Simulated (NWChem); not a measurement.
System meant: HfNHCl2; SMILES [Cl][Hf]([Cl])=[NH]

Here is an NWChem input.

```
start job
memory heap 200 mb stack 900 mb global 1100 mb
geometry units angstroms noautoz
  Hf    -0.167411     0.007653     0.405432
  N     -1.931600     0.055721     0.038994
  H     -2.924217     0.093863    -0.167973
  Cl     0.929137     2.041089    -0.161857
  Cl     0.816276    -2.083045    -0.161636
end
basis spherical
  Hf library def2-svp
  N library def2-svp
  H library def2-svp
  Cl library def2-svp
end
dft
  xc pbe0
  iterations 150
  mulliken
end
task dft energy
```

End of the output:

```
          Convergence Information
          -----------------------
          Convergence aids based upon iterative change in
          total energy or number of iterations.
          Levelshifting, if invoked, occurs when the
          HOMO/LUMO gap drops below (HL_TOL):  1.00D-02
          DIIS, if invoked, will attempt to extrapolate
          using up to (NFOCK): 10 stored Fock matrices.

                    Damping( 0%)  Levelshifting(0.5)       DIIS
                  --------------- ------------------- ---------------
          dE  on:    start            ASAP                start
          dE off:    2 iters        150 iters           150 iters

      Screening Tolerance Information
      -------------------------------
          Density screening/tol_rho:  1.00D-10
          AO Gaussian exp screening on grid/accAOfunc:  14
          CD Gaussian exp screening on grid/accCDfunc:  20
          XC Gaussian exp screening on grid/accXCfunc:  20
          Schwarz screening/accCoul:  1.00D-08

      Superposition of Atomic Density Guess
      -------------------------------------

      charge =      72.0 Hf (Hafnium)

      symmetry species            s     p     d     f
      number of basis functions = 7     6     5     1
      number of cont. functions = 6     3     2     1
      number of closed shells   = 6     4     2     1
      number of open shells     = 0     0     1     0
      open shell occupation     = 0     0     2     0
 ------------------------------------------------------------------------
 atomscf:atomd: error in atom scf                   0
 ------------------------------------------------------------------------
 ------------------------------------------------------------------------
  current input line :
    21: task dft energy
 ------------------------------------------------------------------------
 ------------------------------------------------------------------------
 This error has not yet been assigned to a category
 ------------------------------------------------------------------------
 For more information see the NWChem manual at https://nwchemgit.github.io

0:atomscf:atomd: error in atom scf:Received an Error in Communication
```

### Question
What is wrong, and how is it mended?

### Answer
The program stopped with an error. Cause: the def2 basis of a heavy element holds valence functions alone and wants its effective core potential (without it all electrons must fit into that basis). This input runs:
```
start job
memory heap 200 mb stack 900 mb global 1100 mb
geometry units angstroms noautoz
  Hf    -0.167411     0.007653     0.405432
  N     -1.931600     0.055721     0.038994
  H     -2.924217     0.093863    -0.167973
  Cl     0.929137     2.041089    -0.161857
  Cl     0.816276    -2.083045    -0.161636
end
basis spherical
  Hf library def2-svp
  N library def2-svp
  H library def2-svp
  Cl library def2-svp
end
ecp
  Hf library def2-ecp
end
dft
  xc pbe0
  iterations 150
  mulliken
end
task dft energy
```
It converges to -1023.20353 Ha (PBE0/def2-SVP with def2 effective core potentials on Hf).
